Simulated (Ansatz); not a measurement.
ClTl, triplet, at a GFN2-xTB geometry (such geometries of metal compounds can be far from the true shape) (a higher spin typed on purpose: for a closed-shell molecule this is an excited state) (core potentials on Tl), with bond 2-1 at 1.4 times its length; Ansatz (a quantum-chemistry and plane-wave program) with SC-NEVPT2/def2-SVP, CASSCF(6,7).

Input for Ansatz:
Ansatz 0.2 input:
```yaml
crystal:
  periodic: [false, false, false]
  atoms:
    - {symbol: Tl, position_ang: [-0.00000000, -0.00000000, -0.52953297]}
    - {symbol: Cl, position_ang: [0.00000000, 0.00000000, 3.74410956]}
basis:
  gaussian:
    orbitals: def2-SVP
correlation: {method: sc_nevpt2, electrons: all, active_space: {window: {electrons: 6, orbitals: 7}}}
magnetization: {spin_polarized: false, initial_magnetization: 2}
```

Task: Write the output that Ansatz gives for this input, abridged.

Result: 
```
Functional definition: HF
511 factors; integrals over basis functions are off by at most 1.8e-4 eV
mean field evaluation 1: about -17165.0916 eV, gradient 4.8e0 eV
mean field evaluation 2: about -17165.0938 eV, gradient 4.8e0 eV
mean field evaluation 4: about -17165.6475 eV, gradient 5.7e-1 eV
mean field evaluation 8: about -17165.6509 eV, gradient 2.5e-1 eV
mean field evaluation 16: about -17165.6583 eV, gradient 2.1e-1 eV
mean field evaluation 32: about -17165.7145 eV, gradient 1.1e-2 eV
mean field evaluation 64: about -17165.6769 eV, gradient 3.2e0 eV
mean field evaluation 96: about -17165.6516 eV, gradient 4.4e-6 eV
mean field evaluation 128: about -17165.7114 eV, gradient 2.4e-1 eV
mean field evaluation 160: about -17165.7129 eV, gradient 1.3e-1 eV
mean field evaluation 192: about -17165.6516 eV, gradient 2.6e-6 eV
mean field evaluation 224: about -17165.7016 eV, gradient 1.5e-3 eV
mean field evaluation 256: about -17165.6516 eV, gradient 2.0e-6 eV
mean field -17165.71454506 eV, -630.8283741916 hartree, gradient 7.7e-7 eV, S^2 2.000000; 18 other end points of the search recorded, 0 dependent functions left out
reference -17165.71454506 eV, -630.8283741916 hartree; 20, 18 occupied and 24, 26 virtual orbitals, 511 factors
state -17166.46508330 eV, -630.8559559633 hartree
state -17166.46508330 eV, -630.8559559633 hartree; corrected -17171.11182439 eV, -631.0267205486 hartree
state -17166.35312634 eV, -630.8518416209 hartree
state -17166.35312634 eV, -630.8518416209 hartree; corrected -17171.06534286 eV, -631.0250123839 hartree
state -17166.46508330 eV, -630.8559559633 hartree; corrected -17171.11182439 eV, -631.0267205486 hartree
state -17166.28804778 eV, -630.8494500280 hartree
state -17166.28804778 eV, -630.8494500280 hartree; corrected -17171.03056100 eV, -631.0237341743 hartree
state -17166.46508330 eV, -630.8559559633 hartree; corrected -17171.11182439 eV, -631.0267205486 hartree
1 active orbitals were swapped for others, from the solution at -17166.35218125 eV, -630.8518068895 hartree to that at -17166.46415493 eV, -630.8559218464 hartree; typed "places" are swapped only where nearly empty or full, and so, without "given_window_search", are "orbital_numbers", "shells" and a window whose orbitals a file names under [Active]
Total energy: -17171.11182439 eV, -631.0267205486 hartree
```
